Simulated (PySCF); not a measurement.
# `S=Cc1ncccn1`, C5H4N2S

Cartesian coordinates in Å; atom numbers follow the order of the lines, from 1:
```xyz
12

S     3.501    0.689    0.127
C     2.337   -0.419   -0.020
C     0.881   -0.167   -0.028
N     0.123   -1.262   -0.165
C    -1.193   -1.084   -0.179
C    -1.768    0.178   -0.056
C    -0.884    1.249    0.082
N     0.430    1.084    0.097
H     2.565   -1.490   -0.129
H    -1.813   -1.981   -0.291
H    -2.850    0.322   -0.068
H    -1.254    2.276    0.185
```

Method: TDDFT CAM-B3LYP/aug-cc-pVDZ excited states, vertical, gas phase (PySCF 2.14.0). Geometry: PBE0-D3(BJ)/def2-SVP.

(1) Give the one- and two-photon strengths of the lowest singlets.

## Answers

(1) δ for parallel linear polarisation; σ at the peak of a Lorentzian of half width 0.1 eV, single beam; Ω is circular over linear.
| state | E (eV) | f | photon λ (nm) | δ (au) | σ (GM) | Ω | main |
| --- | --- | --- | --- | --- | --- | --- | --- |
| S1 | 1.89 | 0.000 | 1315 | 0.27 | 0.00 | 1.50 | HOMO→LUMO 0.95 |
| S2 | 3.67 | 0.000 | 676 | 1.93 | 0.01 | 1.50 | HOMO−1→LUMO 0.95 |
| S3 | 4.46 | 0.004 | 556 | 0.7 | 0.01 | 1.50 | HOMO−1→LUMO+1 0.81, HOMO→LUMO+1 0.16 |
| S4 | 4.76 | 0.458 | 521 | 260 | 2.16 | 0.60 | HOMO−2→LUMO 0.96 |
| S5 | 5.10 | 0.001 | 486 | 0.13 | 0.00 | 1.50 | HOMO→LUMO+1 0.79, HOMO−1→LUMO+1 0.13 |
| S6 | 5.20 | 0.000 | 477 | 2.58 | 0.03 | 1.50 | HOMO−3→LUMO 0.88 |

Among these, the strongest one-photon state is S4, the strongest two-photon state S4, with a dipole change of 2.1 D (relaxed, norm of the difference vector).
